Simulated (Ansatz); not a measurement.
The same ligand exchange along the group B, Al, Ga, In.

Isolated molecules relaxed with PBE0-D4/def2-TZVP in Ansatz; ΔE leaves out vibrations. CBS: MP2 limit from def2 TZ/QZ plus the TZ coupled-cluster correction, frozen cores. This one scheme is used for every species. Elements past krypton have def2 core potentials. For Br, Ga, In outer-core shells are correlated without core-valence functions, which leaves a few kJ/mol of doubt a bond. Scalar relativity is left out up to krypton. Each species was taken in one conformer, which may not be the lowest.

Q: Order these by ΔE at CCSD(T)/CBS, lowest first. (Best estimate.)
A. `[NH2][Ga]([Br])[Br]` + HBr → `[Br][Ga]([Br])[Br]` + NH₃
B. `[NH2][Al]([Br])[Br]` + HBr → `[Br][Al]([Br])[Br]` + NH₃
C. `[NH2][In]([Br])[Br]` + HBr → `[Br][In]([Br])[Br]` + NH₃
D. `NB(Br)Br` + HBr → `BrB(Br)Br` + NH₃

A: C (-27.5 kcal/mol), A (-17.9 kcal/mol), B (-14.8 kcal/mol), D (+13.9 kcal/mol).

Largest T1 diagnostic: 0.011, for `[NH2][In]([Br])[Br]`.
